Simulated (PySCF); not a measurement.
C₂HF₆Ga, SMILES F[C](F)(F)[GaH][C](F)(F)F, PBE0/def2-SVP optimised geometry. Atoms within 1.6 Å of the plane z = 1.2 Å (x, y, z in Å): Ga1 (-0.21, 0.71, 0.00), C2 (1.80, 0.71, 0.00), F3 (2.33, 1.86, 0.46), F5 (2.33, -0.28, 0.73), C6 (-1.11, -1.10, 0.00), F8 (-1.26, -1.52, 1.27), H10 (-1.04, 2.03, 0.00).

Calculation: PBE0/def2-TZVP in PySCF 2.14.0. Cells within 0.4 Å of a nucleus heavier than hydrogen are left out (blank, or x).

Map of the HOMO amplitude (bohr^(-3/2)) on the plane z = 1.2 Å; orbital energy -8.88 eV, overall sign arbitrary:

```
|444444444444444444444444444|
|444444444444444444444444444|
|444444444444444444444444444|
|444444444444444444444444444|
|444444444444444444444444444|
|444444444444444444444554444|
|444444444444444444344555444|
|444444444444455544334555444|
|444444444444555554334555444|
|444444444444555555444555444|
|444444444334456665544555444|
|444444443333455665544555444|
|444444443333345555434555444|
|444444443333344554324655544|
|444444444433344443225765544|
|444444445554444443335655444|
|444444446996444444444555444|
|444444444xx7544444444444444|
|444444330xx5444444444444444|
|444444331013444444444444444|
|444444332233444444444444444|
|444444433334444444444444444|
|444444444444444444444444444|
|444444444444444444444444444|
|444444444444444444444444444|
|444444444444444444444444444|
|444444444444444444444444444|
```
Scale: ten equal steps from -0.089 (start of '0') to 0.105 (end of '9'), in the order '0123456789'; x runs from -4.50 to 4.50, y from -4.50 (bottom) to 4.50 (top).
